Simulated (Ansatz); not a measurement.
GaAs2. Charge 0, multiplicity 2. Geometry r2SCAN-D4/def2-TZVP; atoms count from 1.

```xyz
3

Ga    0.207   -0.012   -1.649
As    0.804    0.602    0.934
As   -1.011   -0.590    0.715
```

The structure comes from a short search, and lower isomers may exist.

Question: Estimate the Mulliken populations from the PBE0/def2-TZVP orbitals of Ansatz.

Answer: 
```
atom  charge (e)  spin (α − β)
 Ga1        0.24          0.25
 As2       -0.12          0.38
 As3       -0.12          0.38
```
Mulliken values and Mayer orders depend strongly on the basis.

Question: Where does the spin sit?

Answer: Summed by element: Ga 0.25, As 0.75, of 1 unpaired in all. Largest on single atoms: As3 0.38, As2 0.38, Ga1 0.25.

Question: And the Mayer bond orders between bonded heavy atoms (over 0.3)?

Answer: Ga1–As2 0.60 (2.72 Å); Ga1–As3 0.60 (2.72 Å); As2–As3 2.25 (2.18 Å).
